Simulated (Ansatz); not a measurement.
```xyz
5

C     0.0000   -0.0406   -0.5353
N     0.0000   -0.0652    0.6275
H     0.0000    0.8132    0.9736
H     0.0000   -0.9157   -1.0482
H     0.0000    0.8024   -1.1065
```

Basis set: cc-pVDZ (spherical functions). Frozen core: 2 orbitals. Charge 0, multiplicity 1.

Computed with Ansatz (development build ahead of 0.2.0); each method stands on the lowest determinant of its kind that the runs found. Restricted open shells among the atoms or ions are ROHF, correlated in semicanonical orbitals with singles.

Question: Give the atomization energy at this shape (free ground-state atoms in the same class of orbitals less the molecule, no zero-point energy) of singlet CH3N by RHF-MP2, RHF.

Answer:

```csv
method,atomization energy
RHF-MP2,16.34 eV
RHF,12.01 eV
```

Caution: no unrestricted run beside it, a lower state can exist; the shape is not the minimum.
